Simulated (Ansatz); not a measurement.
GaNH₆, closed shell: at the end structure of a reaction step.

Input (in.yaml):

```yaml
crystal:
  periodic: [false, false, false]
  atoms:
    - {symbol: Ga, position_ang: [-1.088370, 0.134445, -0.246777]}
    - {symbol: N, position_ang: [0.994426, -0.122942, 0.225609]}
    - {symbol: H, position_ang: [-0.966840, 0.130886, -1.823773]}
    - {symbol: H, position_ang: [-1.316560, 1.522697, 0.475968]}
    - {symbol: H, position_ang: [1.133565, -0.147701, 1.229183]}
    - {symbol: H, position_ang: [-1.645594, -1.167990, 0.456710]}
    - {symbol: H, position_ang: [1.345589, -0.989796, -0.164776]}
    - {symbol: H, position_ang: [1.543685, 0.640501, -0.152046]}
basis:
  gaussian: {orbitals: def2-TZVPP}
hamiltonian: {xc: pbe0, dispersion: d4}
output: {orbitals: {seedname: orbitals}}
```

Command:

```bash
ansatz run in.yaml --threads 2 --pin off --events-out ev --progress --plain --max-ram 4352MiB
```

The run's output (Ansatz 0.2.0):

```
Functional definition: PBE0
  name "PBE0"
  cite "Adamo & Barone, J. Chem. Phys. 110, 6158 (1999) doi:10.1063/1.478522"
  cite "Perdew, Burke & Ernzerhof, Phys. Rev. Lett. 77, 3865 (1996) doi:10.1103/PhysRevLett.77.3865"
  parent pbe
  parameter a = 0.25
  parameter kappa = 0.804
  parameter beta = 0.06672455060314922
  exchange = (1 - a)*pbe_x(kappa = kappa, mu = beta*pi^2/3) + a*exact_x
  correlation = pbe_c(beta = beta)
922 factors; their error is unknown
mean field evaluation 1: about -53953.0113 eV, gradient 5.3e1 eV
mean field evaluation 2: about -53949.5897 eV, gradient 6.6e1 eV
mean field evaluation 4: about -53957.6632 eV, gradient 5.8e-1 eV
mean field evaluation 8: about -53957.8507 eV, gradient 1.9e-2 eV
mean field -53957.85070326 eV, -1982.9144394001 hartree, gradient 8.0e-5 eV, S^2 0.000000; 0 other end points of the search recorded, 0 dependent functions left out
reference -53957.85073482 eV, -1982.9144405596 hartree; 22, 22 occupied and 141, 141 virtual orbitals, 922 factors
Total energy: -53957.93961422 eV, -1982.9177068175 hartree
```

The lines “mean field evaluation” count trial sets of orbitals through the whole run, from several starts and some on an approximate energy, so they need not fall steadily or lie above the final value.

Hardware: 2 CPU threads of an Intel Xeon Platinum 8375C, shared host. Wall time about 2.3 s.
